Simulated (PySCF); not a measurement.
Level of theory: PBE0-D3(BJ)/def2-TZVP // PBE0-D3(BJ)/def2-SVP (PySCF). Gas-phase values, no solvent. One relaxed conformer stands for a flexible species; it need not be the lowest. Excitations are Tamm–Dancoff values on a coarser integration grid. The basis has no diffuse functions, so Rydberg states are missing or too high.

Reference species: [Ga(H)3(CH3OH)] (neutral, multiplicity 1).

The S1 oscillator strength is 0.002 and the T1 excitation (TDA) is 5.68 eV.

Changed species: [Ga(H)3(H2S)] (adduct with H2S; the reference has adduct with CH3OH).

Question: Predict the effect on the S1 oscillator strength and T1 excitation (TDA).

Answer: the S1 oscillator strength hardly moves; the T1 excitation (TDA) rises by 0.18 eV, to 5.86 eV.
